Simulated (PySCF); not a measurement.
## SiPb: energy against distance

Set-up: basis Si def2-SVPD, Pb def2-SVPD with ECP60; scalar-relativistic core potentials; PySCF 2.14. Energies in eV from Si + Pb in their ground configurations at the same level. All curves are PBE0. state 1: ³Σ⁻ (triplet), unpaired electrons π ↑↑; state 2: Ms = 0 determinant of mixed spin (⟨S²⟩ near 1.0), unpaired electrons π ↑↓, a mixture of terms (⟨Lz²⟩ = 2.0), a second solution, started from another occupation; state 3: ³Π (triplet), unpaired electrons σ ↑, π ↑, a second solution, started from another occupation; state 4: Ms = 0 determinant of mixed spin (⟨S²⟩ near 1.0), unpaired electrons σ ↓, π ↑, a second solution, started from another occupation.

```json
{"R (Å)": "2.230", "state 1": "-1.646", "state 2": "-1.420", "state 3": "-1.871", "state 4": "-1.707"}
{"R (Å)": "2.334", "state 1": "-2.171", "state 2": "-1.953", "state 3": "-2.184", "state 4": "-2.016"}
{"R (Å)": "2.437", "state 1": "-2.461", "state 2": "-2.252", "state 3": "-2.302", "state 4": "-2.129"}
{"R (Å)": "2.515", "state 1": "-2.565", "state 2": "-2.362", "state 3": "-2.300", "state 4": "-2.122"}
{"R (Å)": "2.593", "state 1": "-2.595", "state 2": "-2.397", "state 3": "-2.244", "state 4": "-2.060"}
{"R (Å)": "2.671", "state 1": "-2.566", "state 2": "-2.374", "state 3": "-2.157", "state 4": "-1.954"}
{"R (Å)": "2.775", "state 1": "-2.461", "state 2": "-2.275", "state 3": "-2.014", "state 4": "-1.771"}
{"R (Å)": "2.904", "state 1": "-2.255", "state 2": "-2.076", "state 3": "-1.814", "state 4": "-1.498"}
{"R (Å)": "3.060", "state 1": "-1.941", "state 2": "-1.769", "state 3": "-1.562", "state 4": "-1.143"}
{"R (Å)": "3.267", "state 1": "-1.472", "state 2": "-1.308", "state 3": "-1.232", "state 4": "-0.675"}
```

Q: Put a parabola through the three lowest points of the state 1 curve and estimate Re, k and ωe (reduced mass 24.66 u; 1 eV/Å² = 0.16022 mdyn/Å; ωe = 1302.8·√(k/μ) cm⁻¹).

A: Through R = 2.515, 2.593, 2.671 Å the second-order coefficient is 4.85 eV/Å², so Re ≈ 2.594 Å, k ≈ 1.55 mdyn/Å and ωe ≈ 327 cm⁻¹. A polynomial fit of higher order to the unrounded PBE0 energies gives Re = 2.591 Å, k = 1.53 mdyn/Å, ωe = 325 cm⁻¹; anharmonicity and rounding make the difference.

The higher-order fit for each curve: state 1: Re = 2.591 Å, ωe = 325 cm⁻¹, De = 2.59 eV; state 2: Re = 2.598 Å, ωe = 322 cm⁻¹, minimum 2.40 eV below the ground-state fragments; state 3: Re = 2.471 Å, ωe = 343 cm⁻¹, minimum 2.31 eV below the ground-state fragments; state 4: Re = 2.468 Å, ωe = 350 cm⁻¹, minimum 2.13 eV below the ground-state fragments.

⟨S²⟩ of the unrestricted solution departs from its pure value on part of the curve, where spin states mix. Spin–orbit coupling is left out, which matters for elements this heavy, above all for dissociation energies. The state was picked by a PBE0 search and need not be the measured ground state.
